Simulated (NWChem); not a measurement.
The numbers come from NWChem runs, not from measurements. System: CH₃FSi, charge 0, spin multiplicity 1, at a geometry optimised with B3LYP/def2-SVP. The structure started from a generated list of species. Level: G0W0@PBE0/def2-TZVP, RI basis def2-tzvp-rifit.

The NWChem input:

```
start mol
memory heap 200 mb stack 700 mb global 1700 mb
geometry units angstroms nocenter noautoz
  Si     0.072930    -0.682227     0.000000
  F      1.330350     0.383310     0.000000
  C     -1.351128     0.584271     0.000000
  H     -2.346716     0.111632     0.000000
  H     -1.270341     1.242067    -0.886116
  H     -1.270341     1.242067     0.886116
  symmetry group Cs
end
basis spherical
  * library def2-tzvp
end
basis "ri basis" bse spherical
  * library def2-tzvp-rifit
end
dft
  xc pbe0
  iterations 100
  direct
  tolerances tight
end
task dft energy
gw
  states alpha occ 4 vir 2
end
task dft gw
```

Part of the output:

```
             Northwest Computational Chemistry Package (NWChem) 7.3.0
             --------------------------------------------------------

                                NWChem Input Module
                                -------------------

 Scaling coordinates for geometry "geometry" by  1.889725989
 (inverse scale =  0.529177249)

 Turning off AUTOSYM since
 SYMMETRY directive was detected!

                             Geometry "geometry" -> ""
                             -------------------------

 Output coordinates in angstroms (scale by  1.889725989 to convert to a.u.)

  No.       Tag          Charge          X              Y              Z
 ---- ---------------- ---------- -------------- -------------- --------------
    1 Si                  14.0000     0.07293000    -0.68222700     0.00000000
    2 F                    9.0000     1.33035000     0.38331000     0.00000000
    3 C                    6.0000    -1.35112800     0.58427100     0.00000000
    4 H                    1.0000    -2.34671600     0.11163200     0.00000000
    5 H                    1.0000    -1.27034100     1.24206700    -0.88611600
    6 H                    1.0000    -1.27034100     1.24206700     0.88611600

 Effective nuclear repulsion energy (a.u.)      97.3305136870

            Nuclear Dipole moment (a.u.)
            ----------------------------
        X                 Y               Z
 ---------------- ---------------- ----------------
     0.0000075589     0.0000075589     0.0000000000

      Symmetry information
      --------------------

 Group name             Cs
 Group number              2
 Group order               2
 No. of unique centers     5

      Symmetry unique atoms

     1    2    3    4    5


 Summary of "ao basis" -> "" (spherical)
 ------------------------------------------------------------------------------
       Tag                 Description            Shells   Functions and Types
 ---------------- ------------------------------  ------  ---------------------
 *                         def2-tzvp                  on all atoms

 new library libraries.bse/
[...]
     ---------------------------------

     L   x y z        total         alpha         beta         nuclear
     -   - - -        -----         -----         ----         -------
     0   0 0 0     -0.000000    -16.000000    -16.000000     32.000000

     1   1 0 0     -0.643211     -0.321609     -0.321609      0.000008
     1   0 1 0      0.055517      0.027755      0.027755      0.000008
     1   0 0 1     -0.000000     -0.000000     -0.000000      0.000000

     2   2 0 0    -19.886602    -73.670431    -73.670431    127.454259
     2   1 1 0     -0.201121      7.508225      7.508225    -15.217571
     2   1 0 1     -0.000000     -0.000000     -0.000000      0.000000
     2   0 2 0    -20.365619    -33.367174    -33.367174     46.368730
     2   0 1 1     -0.000000     -0.000000     -0.000000      0.000000
     2   0 0 2    -16.812648    -11.210329    -11.210329      5.608011

 Task  times  cpu:       12.1s     wall:       12.1s

                                NWChem Input Module
                                -------------------

                                 NWChem GW Module
                                 ----------------

                             ***********************
                             ***        GW       ***
                             ***********************

 Summary of "ri basis" -> "ri basis" (spherical)
 ------------------------------------------------------------------------------
       Tag                 Description            Shells   Functions and Types
 ---------------- ------------------------------  ------  ---------------------
 Si                     def2-tzvp-rifit             29      113   9s7p6d5f2g
 F                      def2-tzvp-rifit             22       76   8s6p4d3f1g
 C                      def2-tzvp-rifit             22       76   8s6p4d3f1g
 H                      def2-tzvp-rifit              7       15   4s2p1d

                 Memory Information
                 ------------------
          Available GA per process is          1699.9 MBs
          Available stack per process is        700.0 MBs
          Available heap per process is           0.0 MBs

          Peak memory in Initialization
              Peak GA per process is                  5.8 MBs
              Peak stack per process is               0.2 MBs
              Peak heap per process is                6.2 MBs
              Memory not in MA per process            0.0 MBs

          Peak memory in AFF Calculation
              Peak GA per process is                 28.7 MBs
              Peak stack per process is              19.9 MBs
              Peak heap per process is                0.0 MBs
              Memory not in MA per process           19.9 MBs

          Computing 2-center integrals
          Computing Inverse Cholesky factor
          Computing 3-center integrals
          Computing V_xc ...

          Computing Sigma_x
          Computing RPA polarizability
          Solving quasiparticle equations

                  Alpha Orbitals
          State     Energy (eV)     Error (eV)
          -----------------------------------
@GW        13        -13.903           0.002
@GW        14        -13.821           0.002
@GW        15        -12.997           0.002
@GW        16         -8.933           0.005
@GW        17         -0.054           0.005
@GW        18          2.403           0.004

   Applying  -2.2469 eV scissor-shift to rest of particle states

   Applying   2.1499 eV scissor-shift to rest of hole states

     GW Timing Statistics
   ------------------------
   Init.   :          0.1s
     ERIs  :          1.2s
     Distr.:          0.0s
     Vxc   :          2.0s
   Sigma_x :          0.0s
   RPA     :          1.0s
   Wmn     :          0.0s
   Sigma_c :          0.0s
   GW total:          4.3s

 Task  times  cpu:        4.3s     wall:        4.3s

 Total times  cpu:       16.4s     wall:       16.4s
```
